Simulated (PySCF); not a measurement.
Computed with PBE0/[Mo def2-TZVP with ECP28, I def2-TZVP with ECP28], scalar-relativistic core potentials, density fitting, no spin–orbit coupling, PySCF. Open shells, if any, are unrestricted.

What spin state, shape and geometry does isolated MoI₃ take (every ligand bound to Mo)?

Formally Mo is in oxidation state +3, d3, with 3 unpaired electrons (the high-spin count). The Mulliken spin on Mo is 3.19. The polar-tensor charge on Mo, 1.15, is far below the formal one. The lowest minimum found is a quartet of D3h symmetry with Mo–I 2.581 Å (×3); I–Mo–I 120.0° (×3). Its harmonic wavenumbers are 40 (a2''), 44 (e'), 164 (a1'), 273 (e') cm⁻¹ and its dipole moment is 0.00 D.

This need not be the most stable arrangement of these atoms. With open d or f shells other occupations or spin states may lie lower. Spin–orbit coupling, left out here, can matter for elements this heavy.
